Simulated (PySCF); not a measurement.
Compound: C8H6ClO2P.
Structure used (GFN2-xTB), in Å, numbered top down from 1:
```
atom  x, y, z in Å
C1     3.004    0.271    2.072
C2     2.474   -0.163    1.087
P3     1.714   -0.744   -0.413
O4     2.465   -0.491   -1.643
O5     1.524   -2.321   -0.133
C6     0.028   -0.087   -0.334
C7    -0.758   -0.302    0.789
C8    -2.047    0.194    0.832
C9    -2.537    0.904   -0.256
Cl10  -4.147    1.523   -0.206
C11   -1.756    1.125   -1.381
C12   -0.466    0.628   -1.413
H13    3.469    0.637    2.942
H14    2.035   -2.803   -0.786
H15   -0.354   -0.862    1.619
H16   -2.671    0.035    1.698
H17   -2.157    1.678   -2.216
H18    0.171    0.785   -2.270
```

Computed at PBE0/pcSseg-1 (PySCF, non-relativistic), with Q(17O) = −0.0256 b, Q(35Cl) = −0.0817 b: O4, 17O (I = 5/2): χzz = -4.795 MHz, η = 0.170; O5, 17O (I = 5/2): χzz = -9.204 MHz, η = 0.814; Cl10, 35Cl (I = 3/2): χzz = -75.07 MHz, η = 0.106.

Task: Where would the pure quadrupole (NQR) lines of 17O at O4 fall for the rigid, isolated species?

Result: From the eigenvalues of H = χ/[4I(2I − 1)] × [3Iz² − I(I + 1) + η(Ix² − Iy²)], steps between neighbouring levels, labelled as for η = 0: ±1/2↔±3/2 0.742 MHz, ±3/2↔±5/2 1.430 MHz (phosphoryl oxygen).

Task: Find the zero-field quadrupole resonance frequencies of 17O at O5.

Result: From the eigenvalues of H = χ/[4I(2I − 1)] × [3Iz² − I(I + 1) + η(Ix² − Iy²)], steps between neighbouring levels, labelled as for η = 0: ±1/2↔±3/2 2.146 MHz, ±3/2↔±5/2 2.510 MHz (hydroxyl oxygen).

Task: Find the zero-field quadrupole resonance frequencies of 35Cl at Cl10.

Result: From ν = (|χ|/2)√(1 + η²/3): ν = 37.61 MHz (aryl chlorine). For 37Cl the ratio of quadrupole moments, 0.7881, gives 29.64 MHz.

Task: Apply the simplest Townes–Dailey estimate (no s hybridisation, no π bonding), ionic character = 1 − χzz/χ0, where χ0 is the coupling for one missing p electron along the bond: −109.74 MHz for 35Cl.

Result: Cl10 on C9: 1 − (-75.07)/(-109.74) = 0.32. In this model a purely covalent bond gives χ0 and a free halide ion gives zero; s hybridisation or π bonding, where present, is counted here as ionic character.

In a crystal, neighbours and librations shift these lines. GFN2-xTB bond lengths can be off by several hundredths of an ångström, more for odd bonds, and the gradients follow them. These gradients aren't converged with respect to the basis.

The run behind these numbers computed NMR shieldings as well. The run took about 2.8 min of CPU time (one thread, shared machine).

One conformer stands for the species.
